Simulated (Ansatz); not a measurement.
Reactions of `OB(F)[SiH3]`.

Program: Ansatz. Geometries: PBE0-D4/def2-TZVP. ΔE: electronic, gas phase. CCSD(T)/CBS adds triple-zeta CCSD(T) − MP2 to the extrapolated MP2 energy (def2 sets, frozen cores). This one scheme is used for every species. Functionals use def2-TZVPP. B3LYP here is the variant with VWN-RPA as its local correlation; programs differ in this. For Ge, Se outer-core shells are correlated without core-valence functions, which leaves a few kJ/mol of doubt a bond. Scalar relativity is left out up to krypton. Each species was taken in one conformer, which may not be the lowest.

```csv
reaction,CCSD(T)/CBS(def2) (kJ/mol)
`OB(F)[SiH3]` + HCl → `OB([SiH3])Cl` + H–F,45
`OB(F)[SiH3]` + `O[SiH2][SiH2]CF` → `OB([SiH3])CF` + `O[SiH2][SiH2]F`,?
`OB(F)[SiH3]` + H₂Se → `FB([SiH3])[SeH]` + H₂O,67
`OB(F)[SiH3]` + `[SiH3][NH][GeH3]` → `OB(F)[NH][GeH3]` + disilane,-83
`OB(F)[SiH3]` → `OBF` + `[SiH2]`,209
`OB(F)[SiH3]` + `N[SiH3]` → `OB([SiH3])N[SiH3]` + H–F,?
`OB(F)[SiH3]` + `FB[SiH3]` → `FB[SiH2][SiH3]` + `OBF`,-35
`OB(F)[SiH3]` + `[CH3][AlH][O][SiH2][SiH3]` → `OB(F)[SiH2][SiH3]` + `[CH3][AlH][O][SiH3]`,?
`OB(F)[SiH3]` + `C=N` → `C=NB(F)[SiH3]` + H₂O,52
`OB(F)[SiH3]` → `BO[SiH2]F`,-106
```

Fill in the missing values. (Best estimate.)

Ansatz gave: `OB(F)[SiH3]` + `O[SiH2][SiH2]CF` → `OB([SiH3])CF` + `O[SiH2][SiH2]F`: +2.5 kJ/mol; `OB(F)[SiH3]` + `N[SiH3]` → `OB([SiH3])N[SiH3]` + H–F: +25.0 kJ/mol; `OB(F)[SiH3]` + `[CH3][AlH][O][SiH2][SiH3]` → `OB(F)[SiH2][SiH3]` + `[CH3][AlH][O][SiH3]`: -13.7 kJ/mol.

Largest T1 diagnostic: 0.015, for `C=NB(F)[SiH3]`.
